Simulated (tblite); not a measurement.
C5H11NO2Si.
Geometry (GFN2-xTB, Å), atoms numbered from 1 in this order:
```
atom  x, y, z in Å
C1     2.847   -0.547    0.115
O2     1.593   -0.667    0.728
Si3    0.143   -0.240    0.148
C4    -0.440   -1.207   -1.387
C5    -0.987   -0.653    1.645
C6    -2.308   -0.185    1.391
N7    -3.355    0.208    1.143
O8     0.211    1.361   -0.136
C9    -0.789    2.229   -0.604
H10    3.024    0.480   -0.204
H11    2.910   -1.205   -0.755
H12    3.601   -0.840    0.845
H13    0.072   -0.870   -2.285
H14   -0.257   -2.273   -1.288
H15   -1.506   -1.075   -1.551
H16   -1.025   -1.726    1.827
H17   -0.609   -0.169    2.545
H18   -0.400    3.245   -0.538
H19   -1.693    2.143    0.000
H20   -1.037    2.001   -1.642
```

Calculated harmonic vibrations of the isolated species, GFN2-xTB (tblite), most abundant isotopes, no scaling. Against measured fundamentals such values can be off by several per cent, at times by over 20. One conformer, not necessarily the lowest.

Harmonic wavenumbers (cm⁻¹): 39.4, 66.3, 75.4, 85.8, 97.9, 100.1, 114.2, 121.7, 152.9, 185.3, 211.5, 247.3, 289.9, 346.0, 376.1, 477.6, 635.2, 714.5, 733.1, 773.5, 803.9, 836.1, 851.6, 1020.5, 1065.6, 1126.7, 1130.3, 1131.0, 1134.2, 1149.4, 1154.3, 1177.9, 1382.9, 1406.7, 1408.1, 1413.9, 1472.5, 1475.4, 1480.0, 1482.1, 1484.1, 1487.1, 2396.6, 2959.0, 2969.1, 2979.4, 2984.9, 2988.7, 2994.0, 2999.3, 3000.7, 3025.3, 3040.3, 3045.1.

A = 1954, B = 961.3, C = 835.8 MHz; mass 145.056 u (most abundant isotopes); point group C1, symmetry number 1.

What is the zero-point energy?

Half the sum of the wavenumbers: 34150 cm⁻¹ = 408.53 kJ/mol.

What is S at 273.15 K and 1 bar for an ideal gas of classical rigid rotors and harmonic oscillators?

Translation 169.11, rotation 123.19, vibration 179.40: S = 471.7 J/(mol K).

And Cp and H(273.15 K) − H(0)?

Cp = 180.45 J/(mol K), of which vibrations give 147.19 (their classical limit is 54 R = 449.0); H(273.15 K) − H(0) = 33.18 kJ/mol without the zero-point energy, 24.10 from vibrations.

Which modes carry the vibrational entropy at 273.15 K?

39.4 cm⁻¹: 21.40; 66.3 cm⁻¹: 17.10; 75.4 cm⁻¹: 16.05; 85.8 cm⁻¹: 14.99; 97.9 cm⁻¹: 13.91; 100.1 cm⁻¹: 13.73 J/(mol K); the other 48 give 82.22 together.

How do the functions run with temperature in this model?

| T (K) | S (J/(mol K)) | Cp (J/(mol K)) | H − H(0) (kJ/mol) | G − H(0) (kJ/mol) | ln q(vib) |
| --- | --- | --- | --- | --- | --- |
| 150 | 378.2 | 136.0 | 13.71 | -43.03 | 5.74 |
| 250 | 456.1 | 171.9 | 29.10 | -84.92 | 10.05 |
| 298.15 | 487.9 | 189.8 | 37.81 | -107.66 | 11.92 |
| 400 | 548.9 | 227.0 | 59.06 | -160.52 | 15.58 |
| 600 | 653.1 | 287.4 | 110.83 | -281.02 | 22.03 |
| 900 | 782.1 | 348.6 | 206.92 | -496.98 | 30.49 |

q(vib) and H(0) count from the zero-point level.

What must be added to the electronic energy to get the Gibbs energy at 273.15 K and 1 bar?

ZPE + [H(273.15 K) − H(0)] − T·S = 408.53 + 33.18 − 128.85 = 312.86 kJ/mol.

Blend soft modes into free rotors: weight 1/[1 + (100 cm⁻¹/ν̃)⁴] for the oscillator and the rest for a rotor with moment μB/(μ + B), μ = h/(8π²ν), B = 10⁻⁴⁴ kg m². What vibrational entropy results?

162.87 J/(mol K) in place of 179.40, which changes −T·S at 273.15 K by +4.52 kJ/mol.

Hindered rotation and anharmonicity are outside this model. Other conformers, if any are populated, would add a mixing term that is left out. The structure is chiral; the term R ln 2 for an equal mix with its mirror image is left out.
